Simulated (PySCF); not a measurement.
H₄SSeSi.

```xyz
7

Se     0.3782    -0.1950     0.6570
S      0.7175     1.4917    -0.7791
H     -0.1279     2.3745    -0.1929
Si    -1.3589    -1.1165    -0.5285
H     -0.9154    -1.4922    -1.9003
H     -2.4963    -0.1552    -0.6128
H     -1.7741    -2.3331     0.2333
```

Geometry: r2SCAN-D4/def2-SVP. Other conformers were not sampled.

Level of theory: B3LYP/pcSseg-1 (PySCF). Non-relativistic, no solvent.

Computed absolute GIAO shielding of each atom: isotropic value and principal components (ppm):
```json
[
 {"atom": "Se1", "σ(iso)": "1719.8", "σ11": "1117.2", "σ22": "1478.3", "σ33": "2563.7", "span": "1446.5"},
 {"atom": "S2", "σ(iso)": "575.7", "σ11": "471.6", "σ22": "485.8", "σ33": "769.7", "span": "298.1"},
 {"atom": "H3", "σ(iso)": "28.9", "σ11": "19.7", "σ22": "27.0", "σ33": "40.0", "span": "20.3"},
 {"atom": "Si4", "σ(iso)": "381.6", "σ11": "325.5", "σ22": "371.8", "σ33": "447.4", "span": "121.9"},
 {"atom": "H5", "σ(iso)": "26.8", "σ11": "22.7", "σ22": "25.0", "σ33": "32.5", "span": "9.8"},
 {"atom": "H6", "σ(iso)": "26.9", "σ11": "22.9", "σ22": "25.1", "σ33": "32.6", "span": "9.6"},
 {"atom": "H7", "σ(iso)": "26.6", "σ11": "22.8", "σ22": "23.9", "σ33": "33.2", "span": "10.4"}
]
```
